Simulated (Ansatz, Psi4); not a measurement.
Pair of molecules: C2H4 (SMILES C=C) (first 6 atoms) with H4OSi (SMILES O[SiH3]); geometry from B3LYP-D3(BJ)/def2-TZVP.
(charge 0, multiplicity 1):
```xyz
12

C     -0.3552    -0.4689    -0.0182
C      0.4663     0.5705     0.0029
H     -1.1645    -0.5394    -0.7351
H     -0.2469    -1.2837     0.6863
H      1.2720     0.6355     0.7235
H      0.3667     1.3942    -0.6938
O      0.6943    -0.9615     3.1659
Si    -0.3191     0.2315     3.7074
H      1.5662    -1.0299     3.5617
H     -0.4201     0.2004     5.1887
H     -1.6363    -0.0423     3.1053
H      0.1543     1.5782     3.3077
```

Counterpoise-corrected where a basis set is named; no monomer relaxation.

Cores are frozen in the correlated methods.

Codes used: Ansatz (a quantum-chemistry and plane-wave program) with Gaussian orbitals; Psi4 for SAPT. 

Estimate the interaction energy that HF/aug-cc-pV(D+d)Z returns for this input.

0.7 kcal/mol

Estimate the interaction energy that SAPT0/jun-cc-pV(D+d)Z returns for this input.

-1.1 kcal/mol

Estimate the interaction energy that wB97X-V/def2-TZVPPD returns for this input.

-1.8 kcal/mol
